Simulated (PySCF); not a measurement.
C3H2BrF, SMILES FC(=C=C)Br.

Geometry: PBE0-D3(BJ)/def2-SVP.

Two levels are set side by side: TDDFT-PBE/def2-SVPD (PySCF) and TDDFT-ωB97X/def2-SVPD (PySCF). Vertical, same geometry. The lowest singlet is HOMO→LUMO 100 % with PBE and HOMO→LUMO 93 % with the other functional; states are paired by order. Differences are taken from unrounded values.

```csv
quantity,TDDFT-ωB97X,TDDFT-PBE,TDDFT-PBE minus TDDFT-ωB97X
lowest singlet excitation (eV),4.49,3.90,-0.59
lowest triplet excitation (TDA) (eV),4.12,3.52,-0.60
first bright state (f over 0.05) (eV),7.08,6.44,-0.64
its oscillator strength,0.11,0.29,0.18
```

Functionals without exact exchange tend to place singlet excitations lower, as here. Differences between two approximate levels are no errors against the true value.

Rough cost on one machine, each run with all the roots and properties that it gave: TDDFT-ωB97X against TDDFT-PBE about 6 times.
